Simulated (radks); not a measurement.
The numbers below are computed, except where a source is named.
Fractional charge and spin in the 3d shell of zinc: the spin-up occupation runs from 4 to 5 and the spin-down occupation from 4 to 5; the fullest corner is Zn+, [Ar] 4s(up 0.5, down 0.5) 3d(up 5, down 5). Level of theory: non-relativistic Kohn-Sham, PBE, spin-polarised, spherical densities, point nucleus (a radial shooting solver on a logarithmic mesh with Libxc functionals). Energy (eV) minus the two flat planes that join the four corners (they meet along the diagonal where the two added fractions sum to one electron); zero is where a piecewise linear energy would lie.

| down \ up | 4 | 4.25 | 4.5 | 4.75 | 5 |
|---|---|---|---|---|---|
| 4 | 0.000 | -1.967 | -2.596 | -1.926 | 0.000 |
| 4.25 | -1.967 | -2.520 | -1.779 | 0.216 | -1.685 |
| 4.5 | -2.596 | -1.779 | 0.289 | -1.544 | -2.214 |
| 4.75 | -1.926 | 0.216 | -1.544 | -2.145 | -1.635 |
| 5 | 0.000 | -1.685 | -2.214 | -1.635 | 0.000 |

Corners above the fullest one (they belong to Zn2+ and the next ion): (up 5, down 4) 28.667 eV, (up 4, down 5) 28.667 eV, (up 4, down 4) 77.762 eV. With half an added electron in each spin the energy lies 0.289 eV from the planes, and with half an added electron in spin up alone -2.596 eV. The planes are only a guide here: the flat-plane condition holds for ground states with one frontier orbital, while this shell lies below other occupied shells, so the corners above the fullest one are inner-hole states and not the ground states of those ions.
